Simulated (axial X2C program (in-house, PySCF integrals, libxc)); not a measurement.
Low determinants of AlTe⁺ at the PBE0 level, without spin–orbit coupling

Computed with an in-house all-electron X2C program for linear molecules (integrals from PySCF). Spin-free means the one-electron spin-free X2C Hamiltonian. Basis: Te dyall-cv3z [11s12p8d4f1g], Al dyall-v3z [8s8p2d1f] (cores contracted in-house); Gaussian nuclei, density fitting, unrestricted open shells. Masses: Te 129.906 u, Al 26.982 u.

Search at 2.607 Å (vertical energies from the lowest determinant):

```csv
ΔE (eV),state,electrons beyond evenly filled partner blocks,"electrons in σ, π, δ, φ"
0.00,"M_S = 1, Λ = 1","σα, π+α, π+β, π-α",29 27 8 0
0.15,"M_S = 0, Λ = 1","σβ, π+α, π+β, π-α",29 27 8 0
0.47,"M_S = 1, Λ = 0","π+α, π-α",30 26 8 0
1.02,"M_S = 0, Λ = 0",closed shell,28 28 8 0
1.39,"M_S = 0, Λ = 0","π+β, π-α",30 26 8 0
1.39,"M_S = 0, Λ = 2","π+α, π+β",30 26 8 0
2.74,"M_S = 2, Λ = 1","σα, 2 × π+α, π-α",29 27 8 0
```

Lowest determinant, M_S = 1, Λ = 1 (beyond evenly filled blocks: σα, π+α, π+β, π-α): Re = 2.558 Å, ωe = 277.3 cm⁻¹.

The determinant in row 2 of the search, M_S = 0, Λ = 1 (beyond evenly filled blocks: σβ, π+α, π+β, π-α), was followed along the bond at PBE0; measured from the minimum of the lowest determinant it gives:

Te = 0.133 eV (1074 cm⁻¹), Re = 2.531 Å, ωe = 303.3 cm⁻¹.

Q: Compare the bond of the determinant in row 2 with that of the lowest one.

A: At PBE0 its Re is 0.027 Å shorter and its force constant, which goes as ωe², is 1.20 times that of the lowest determinant. This determinant mixes spin states, so it has no term energy of its own.

The search compares states at one distance, so a state with another bond length can lie lower; it is not exhaustive and yields mostly the lowest determinant of each block pattern, so other components and higher states of one pattern are missing. These are energies of single determinants, not of spin-adapted states; PBE0 term energies can be off by some tenths of an eV, and the functional has no current term. The lowest determinant need not be the ground state where others lie within half an eV. Row 2 is spin-contaminated (⟨S²⟩ = 1.02 against 0.00), so its values are not those of a pure state.
